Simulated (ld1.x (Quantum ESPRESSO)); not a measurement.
Values are calculated unless marked as measured or tabulated.
# Potentials for Co compared

Generated with ld1.x 7.5 (TM, RRKJ, ultrasoft, PAW), atompaw 4.2 or ONCVPSP 4.0.1. The cutoff is in Ry: for ld1.x and atompaw files where the sum of valence levels is converged to 10 mRy in a Bessel basis, for ONCV files where the hardest occupied wave has 1 mHa per electron of residual kinetic energy. The error is the largest all-electron minus pseudo excitation energy over each file’s own four to seven test configurations (ionisations up to +4, promotions, holes and added fractions of an electron), all of which were solved. The labels leave out finer settings (local radius, basis sizes, second energies), which also bear on the numbers. Spin-polarised tests are not counted. The rows are a selection from randomly drawn settings: files with unsolved tests, undetermined cutoffs or missed reference levels are left out.

A true bound ghost makes a file unfit for plane-wave use even where its test errors are small: the radial tests pick states by their node count and pass the ghost by.

```tsv
potential	cutoff (Ry)	largest error (meV)	bound ghosts
TM, PBE, scalar-relativistic, rc 2.10/1.00/1.65 (spd), local p, core correction no, reference 3p6 3d7 4s0 4p0	110	+28	s
TM semilocal, LDA (PZ), scalar-relativistic, rc 2.05/2.55/1.30 (spd), local s, core correction no, reference 3d7 4s2 4p0	140	-398	none
RRKJ, PBEsol, scalar-relativistic, rc 1.70/1.60/1.50 (spd), local s, core correction yes, reference 3d6 4s0 4p0	80	-1316	p
TM, PBEsol, scalar-relativistic, rc 1.95/2.30/1.75 (spd), local s, core correction yes, reference 3d8 4s1 4p0	90	-1008	none
```

Fill in the row for Co: ultrasoft, PBE, scalar-relativistic, rc 1.45/1.45/0.85 (spd), local smoothed, core correction yes, reference 3s2 3p6 3d6 4s0 4p0.

cutoff 160 Ry, largest error -67 meV, bound ghosts: none.
